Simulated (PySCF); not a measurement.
## SiI, CCSD(T): how much the basis matters

PySCF, UHF reference; doublet, unpaired electrons π ↑; De to Si + I without counterpoise correction. Frozen cores follow the default of each basis and core potential.

```
                 basis                           relativity  functions  Re (Å)  ωe (cm⁻¹)  De (eV)  frozen orbitals
cc-pV(D+d)Z/cc-pVDZ-PP  scalar-relativistic core potentials         46   2.482        355     2.78                9
            x2c-SVPall                        spin-free X2C         54   2.474        357     2.83               23
            def2-TZVPP  scalar-relativistic core potentials         92   2.448        361     3.10                9
           def2-TZVPPD  scalar-relativistic core potentials        107   2.449        360     3.12                9
```

Question: How does each smaller set differ from the one with most functions, def2-TZVPPD?

Answer: cc-pV(D+d)Z/cc-pVDZ-PP: +3.3 pm, -1.4 % in ωe, -0.34 eV in De; x2c-SVPall: +2.5 pm, -0.8 % in ωe, -0.29 eV in De; def2-TZVPP: -0.1 pm, +0.3 % in ωe, -0.02 eV in De. All at CCSD(T); the set with most functions is neither the basis-set limit nor always the best. The rows treat relativity differently, so the differences are not basis effects alone.

Correlated steps freeze the inner cores (9 to 23 orbitals); shallow outer-core shells are correlated. Correlated levels converge slowly with the basis: in double zeta they bind strong bonds too weakly, by up to about 1 eV, and carry superposition errors of some tenths. Spin–orbit coupling is left out, which matters for elements this heavy, above all for dissociation energies. The state was picked by a PBE0 search and need not be the measured ground state.
